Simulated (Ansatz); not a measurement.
Species: C$_{4}$H$_{2}$ClO, charge 0, multiplicity 2. SMILES: c1occ([c]1)Cl
Coordinates optimised at B3LYP-D3(BJ)/def2-TZVP (Ansatz, a program for electronic structure):
```
C
C 1 1.3600
O 1 1.3626 2 110.28
C 3 1.3735 1 107.70 2 0.00
C 4 1.3441 3 107.96 1 0.00
H 4 1.0736 5 135.27 2 180.00
H 1 1.0749 2 132.74 5 180.00
Cl 2 1.7152 1 127.23 7 0.00
```
Charge 0, spin multiplicity 2.

Wanted: atomisation energy, in kcal/mol. Set-up: atomisation electronic, to ground-state atoms; 6-31G* and kin with 6d, 5d where marked; 6-311+G** with 5d, 6d on Na to Ar in Ansatz; no spin-orbit coupling; non-relativistic; UHF or UKS for open shells; LANL2DZ with its own core potentials from Na on; dispersion terms only where a functional's name holds one. Ab initio and DFT rows: single points at B3LYP-D3(BJ) geometries (Ansatz).

| level | program | atomisation energy (kcal/mol) |
|---|---|---|
| B3LYP/STO-3G | Ansatz | 920.8 |
| B3LYP/3-21G | Ansatz | 791.4 |
| B3LYP/LANL2DZ | Ansatz | 764.3 |
| B3LYP/6-31G | Ansatz | 783.0 |
| B3LYP/6-31G* | Ansatz | 833.5 |
| B3LYP/6-31+G* | Ansatz | 821.8 |
| B3LYP/6-31G** | Ansatz | 835.6 |
| B3LYP/def2-SVP | Ansatz | 847.2 |
| B3LYP/cc-pVDZ | Ansatz | 823.0 |
| B3LYP/6-311+G** | Ansatz | 823.3 |
| B3LYP/def2-TZVPD | Ansatz | 833.3 |

No value to compare with is used here. The 10 habitual levels span 764.3 (B3LYP/LANL2DZ) to 920.8 kcal/mol (B3LYP/STO-3G); B3LYP/def2-TZVPD gives 833.3.

The sets are all those run for this method; left out are runs that failed, that the program found above a lower state of the same kind, or whose <S^2> lies over 0.5 above the pure value.
